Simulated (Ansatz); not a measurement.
Computed with Ansatz.

Basis-set series for `[CH3][Ga]([CH3])[F]`. The species carries charge 0 and has multiplicity 1. The structure was optimised at the PBE0-D4/def2-TZVP level.

Cartesian coordinates in Å:
```
C -0.852 0.281 -1.576
Ga -0.406 0.112 0.319
C 1.221 -0.372 1.289
F -1.774 0.468 1.390
H -0.146 0.940 -2.086
H -0.802 -0.695 -2.066
H -1.860 0.679 -1.692
H 1.068 -0.256 2.362
H 1.491 -1.410 1.082
H 2.060 0.253 0.977
```

```json
{"functional": "PBE0-D4", "basis": "def2-TZVPP", "functions": "225", "energy (Eh)": "-2104.20951", "HOMO (eV)": "-8.01", "LUMO (eV)": "-0.57"}
{"functional": "PBE0-D4", "basis": "def2-QZVPP", "functions": "440", "energy (Eh)": "-2104.26378", "HOMO (eV)": "-8.03", "LUMO (eV)": "-0.63"}
{"functional": "ωB97M-V", "basis": "def2-TZVPP", "functions": "225", "energy (Eh)": "-2104.47298", "HOMO (eV)": "-10.21", "LUMO (eV)": "1.08"}
{"functional": "ωB97M-V", "basis": "def2-QZVPP", "functions": "440", "energy (Eh)": "-2104.52547", "HOMO (eV)": "-10.23", "LUMO (eV)": "0.83"}
```

Problem. Give the rows for def2-SVP. (Best estimate.)

Solution. The calculation gave: 
```
functional     basis  functions  energy (Eh)  HOMO (eV)  LUMO (eV)
   PBE0-D4  def2-SVP        104  -2103.74675      -7.94      -0.48
   ωB97M-V  def2-SVP        104  -2104.00251     -10.14       1.24
```

Positive LUMOs are unbound and depend on the basis. Scalar relativity is left out up to krypton.
